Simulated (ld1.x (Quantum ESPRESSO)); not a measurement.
**Which change was made? (Zn, ultrasoft)**

- Element: zinc (Zn)
- Generator: ld1.x (Quantum ESPRESSO) 7.5
- Type: ultrasoft
- Functional: LDA (PZ)
- Relativity: scalar-relativistic
- Frozen core: [Ne] 3s2
- Valence charge: 18
- Reference configuration: 3p6 3d10 4s2 4p0
- Partial waves: 4s (bound): rcut 1.50, rcutus 1.75 bohr; 4s channel at 3.95 Ry: rcut 1.50, rcutus 1.75 bohr; 3p (bound): rcut 1.00, rcutus 1.10 bohr; 4p (bound, empty): rcut 1.00, rcutus 1.10 bohr; 3d (bound): rcut 1.00, rcutus 1.05 bohr; 3d channel at 0.25 Ry: rcut 1.00, rcutus 1.05 bohr
- Local potential: all-electron potential smoothed inside 1.65 bohr (lloc = -1)
- Core correction: Bessel-smoothed model core inside 0.50 bohr
- Augmentation charge: PSQ, inside the norm-conserving radii

Cutoffs, loose and tight: the cutoffs (Ry, on a coarse ladder) from which the occupation-weighted sum of valence levels, in a spherical-Bessel basis at the reference potential, stays within 10 and 1 mRy of its value at 400 Ry. They do not see the model core or the augmentation charge, which bear on the density cutoff. Test errors are all-electron minus pseudo excitation energies from the reference, over the configurations 3p6 3d10 4s1 4p0; 3p6 3d10 4s0 4p0; 3p6 3d9 4s0 4p0; 3p6 3d9 4s2 4p1; 3p6 3d10 4s0 4p2; 3p5 3d10 4s2 4p0; 3p6 3d10 4s1.5 4p0 (two spin-polarised tests are not counted in the largest error); variants that change the core or the reference have their own tests.

The base gives: outcome: generated; cutoff, loose: 140 Ry; cutoff, tight: 230 Ry; bound ghosts: none; largest test error (meV): -51.

(1) After one change the result is: outcome: failed: chargeps: negative rho. Which change was it?
A. wave 4s channel at 3.95 Ry: rcut 1.50, rcutus 1.75 bohr becomes 4s channel at -0.3 Ry: rcut 1.50, rcutus 1.75 bohr
B. core [Ar] 3d10, valence charge 2; reference 4s1.5 4p0.5; waves now 4s (bound): rcut 1.30, rcutus 1.80 bohr; 4s channel at 3.95 Ry: rcut 1.30, rcutus 1.80 bohr; 4p (bound): rcut 2.25, rcutus 2.55 bohr; 4p channel at 0.15 Ry: rcut 2.25, rcutus 2.55 bohr; local potential all-electron potential smoothed inside 1.40 bohr (lloc = -1); core correction none
C. waves 3d (bound): rcut 1.00, rcutus 1.54 bohr; 3d channel at 0.25 Ry: rcut 1.00, rcutus 1.54 bohr

## Answers

(1) B. The others give: waves 3d (bound): rcut 1.00, rcutus 1.54 bohr; 3d channel at 0.25 Ry: rcut 1.00, rcutus 1.54 bohr → outcome: generated; cutoff, loose: 80 Ry; cutoff, tight: 140 Ry; bound ghosts: none; largest test error (meV): -37 | wave 4s channel at 3.95 Ry: rcut 1.50, rcutus 1.75 bohr becomes 4s channel at -0.3 Ry: rcut 1.50, rcutus 1.75 bohr → outcome: generated; cutoff, loose: 140 Ry; cutoff, tight: 230 Ry; bound ghosts: none; largest test error (meV): -80.
